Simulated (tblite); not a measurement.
Species: C₆H₄F₄.
Numbering: `[F:1][C:2]([F:3])=[C:4]([F:5])[C:6]1=[CH:7][C@H:8]([F:9])[CH2:10]1` (hydrogens: H11 on C7; H12 on C8; H13, H14 on C10)

Computed with GFN2-xTB (tblite), gas phase: nudged elastic band of 9 images (0 to 8), spring 0.2 eV/Å², climbing image at the end, force threshold 0.05 eV/Å. No saddle search or frequency run followed, so the top image need not be a first-order saddle, and its height can exceed the method's true barrier by a kcal/mol or more.

The band describes a rotation about C4–C6 (vinylic C–F carbon, fully substituted alkene carbon), followed by the dihedral F5–C4–C6–C10, from the optimised start (179°) to a second optimised geometry at -1°.

**Question.** How does the energy change from image to image?

**Answer.** 
| image | dihedral (°) | E (kJ/mol) | C4–C6 (Å) | F5···C10 (Å) | largest true force (eV/Å) |
| --- | --- | --- | --- | --- | --- |
| 0 | 179 | 0.00 | 1.436 | 3.83 | 0.01 |
| 1 | -161 | 3.30 | 1.439 | 3.82 | 0.05 |
| 2 | -139 | 11.63 | 1.449 | 3.76 | 0.07 |
| 3 | -116 | 20.72 | 1.459 | 3.65 | 0.05 |
| 4 | -92 | 24.99 | 1.464 | 3.50 | 0.04 |
| 5 | -69 | 21.98 | 1.460 | 3.33 | 0.06 |
| 6 | -46 | 13.96 | 1.450 | 3.17 | 0.08 |
| 7 | -23 | 6.01 | 1.441 | 3.07 | 0.06 |
| 8 | -1 | 2.35 | 1.438 | 2.99 | 0.01 |

Barriers of this band. The top is image 4 at -92°: 24.99 kJ/mol forward and 22.64 kJ/mol back; the end lies 2.35 kJ/mol above the start. The central bond is 0.028 Å longer at the top than at the start.

**Question.** What rate follows at 298 K for crossing this barrier forward?

**Answer.** Taking the electronic barrier for the free energy of activation (no zero-point or entropy terms, transmission 1), rate = (kT/h)·exp(−ΔE/kT) ≈ 3 × 10^8 s⁻¹, whose inverse is 4 × 10^-9 s. An error of 1 kcal/mol in the barrier changes this by a factor of 5, and the method and the loose band can each miss by that much or more.

**Question.** How would the two end points share their population at 298 K, from these energies alone?

**Answer.** exp(−ΔE/kT) with ΔE = 0.024 eV gives 0.39 for the higher one (end) against 1 for the lower, without vibrational, rotational or degeneracy terms. GFN2-xTB can put conformers this close in the wrong order.

**Question.** How long is the path, and how are the images spaced?

**Answer.** Cartesian distances between aligned neighbours (all atoms, Å): 0.83, 0.87, 0.88, 0.89, 0.88, 0.89, 0.89, 0.91; the sum is 7.04 Å, and the top lies 49 % of the way along.

The cost below is that of the whole band run. Time: 3.2 s; peak memory 0.18 GiB. Hardware: an Arm Neoverse V1 with one thread, shared host.
